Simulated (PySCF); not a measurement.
## Dipole response of Pt (platinum, neutral)

[Xe] 4f14 5d8 6s2, high-spin 3F determinant (an excited configuration). All numbers are calculated (PySCF 2.14, a scalar-relativistic core potential, in aug-cc-pwCVTZ-PP with ECP60MDF (8s8p7d4f3g, 122 functions)). Coupled (time-dependent) response in atomic units; α is the mean over directions.

| method | mean α (bohr³) | C₆ (like pair) | S(−4) |
| --- | --- | --- | --- |
| UHF | 55.67 | 595.3 | 1381 |
| PBE | 42.80 | 449.6 | 630.0 |

S(−4) is the Cauchy moment in α(ω) = α(0) + S(−4) ω² + …

Spin-orbit coupling is absent.

α(iu) at PBE:

```csv
u (hartree),α(iu) (bohr³)
0,42.80
0.0500,41.30
0.100,37.55
0.200,28.57
0.300,21.60
0.500,13.70
0.750,9.027
1.00,6.532
1.50,3.966
2.00,2.689
3.00,1.473
5.00,0.6308
```

Energies and moments cover only the electrons outside the core potential. Spin-orbit coupling, absent here, splits the open shell strongly.
